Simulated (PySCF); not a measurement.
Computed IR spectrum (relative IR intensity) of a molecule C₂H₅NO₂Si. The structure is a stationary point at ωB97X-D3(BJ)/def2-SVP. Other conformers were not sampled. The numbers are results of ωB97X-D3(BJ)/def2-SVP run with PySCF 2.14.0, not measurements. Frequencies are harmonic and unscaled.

Lines under 2 % of the strongest are left out, and lines within 2 cm⁻¹ are merged.

```csv
ν (cm⁻¹),relative intensity
192,5.3
295,26
353,49
521,17
711,5.3
777,52
813,17
867,21
888,25
918,39
959,100
995,19
1089,5.3
1124,100
1381,6.2
2335,56
3076,18
3130,7.5
3162,5.9
3932,45
```

Identify the compound among the candidates.
A. O=C/C=N/[SiH2]O
B. CO[Si@@H]1N=CO1
C. O[Si@@H]1C=NCO1
D. C=C1O[SiH](N)O1

C, O[Si@@H]1C=NCO1
